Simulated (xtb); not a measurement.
AlH6NO2Si, SMILES N[SiH2][Al]([OH])[OH]. All values are semi-empirical tight-binding results from xtb (GFN2-xTB unless named), good for trends rather than for accurate numbers. The structure is a stationary point at GFN2-xTB. The structure was generated by enumeration; whether it is a known compound was not checked. The values are those of a single conformer.

Optimised geometry:

```xyz
11

Si    -1.1769    -0.6678     0.5785
N     -2.5311     0.3180     0.1087
Al     0.9716     0.1226    -0.1982
O      2.2554    -0.8623     0.1490
O      0.9691     1.5690    -1.0097
H     -1.3336    -0.7164     2.0460
H     -1.5754    -1.9937     0.0651
H     -2.7483     0.3641    -0.8743
H     -2.5747     1.2492     0.4910
H      2.9926    -1.4221     0.3487
H      1.0062     2.3937    -1.4748
```

For metal compounds this method's bond lengths and energies can be far off.

Q: Estimate the properties. (The exact figures need the calculation; the answer reports its results.)

A: 
The orbital gap is 3.82 eV, the zero-point energy is 42.6 kcal/mol and the G − E(el) at 298.15 K (modified RRHO) comes out as 21.3 kcal/mol.

Computed atomic charges and the Wiberg bond orders between heavy atoms:
charges (e) Si1 0.44, N2 -0.43, Al3 0.30, O4 -0.48, O5 -0.48, H6 -0.11, H7 -0.11, H8 0.14, H9 0.14, H10 0.29, H11 0.29. Bond orders Si1–N2 1.09, Si1–Al3 0.84, Al3–O4 1.35, Al3–O5 1.35.
